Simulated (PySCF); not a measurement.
Molecule: C$_{2}$H$_{9}$OSi$_{2}$, charge -1, multiplicity 1. It need not be the lowest isomer of its formula. Whether it binds its extra electron was not tested at this geometry. SMILES: O([SiH2]C)[SiH-]C
Structure (B3LYP-D3(BJ)/def2-TZVP (Ansatz) minimum search):
```xyz
14

C      2.3182     0.8676     0.2813
Si     1.3470    -0.8289     0.3768
O      0.0440    -0.3990    -0.7708
Si    -1.5201    -0.1933    -0.4825
C     -1.8891     1.1837     0.7508
H      3.3273     0.7479     0.6962
H      2.4121     1.2343    -0.7477
H      1.8148     1.6411     0.8722
H      2.2455    -1.5535    -0.6545
H     -2.2150    -1.4178     0.0290
H     -2.2210     0.1576    -1.7602
H     -2.9664     1.3098     0.8994
H     -1.4725     2.1340     0.4080
H     -1.4285     0.9426     1.7116
```
Charge -1, spin multiplicity 1.

Dispersion corrections to the total energy (kcal/mol) from the dftd3 and dftd4 libraries through PySCF: D3(BJ) without and D4 with the three-body term, each with the damping fitted for the functional named.

```json
[
 {"functional": "BP86", "D3(BJ)": "-12.46", "D4": "-11.63"},
 {"functional": "BLYP", "D3(BJ)": "-15.87", "D4": "-18.37"},
 {"functional": "HSE06", "D3(BJ)": "___", "D4": "-6.82"},
 {"functional": "TPSSh", "D3(BJ)": "___", "D4": "-10.44"},
 {"functional": "r2SCAN", "D3(BJ)": "___", "D4": "-2.23"},
 {"functional": "PW6B95", "D3(BJ)": "-4.26", "D4": "-7.07"},
 {"functional": "B2PLYP", "D3(BJ)": "-6.38", "D4": "-5.99"}
]
```

Task: Some entries are withheld; supply them.

Result: 
- HSE06, D3(BJ): -5.37
- TPSSh, D3(BJ): -8.79
- r2SCAN, D3(BJ): -2.20
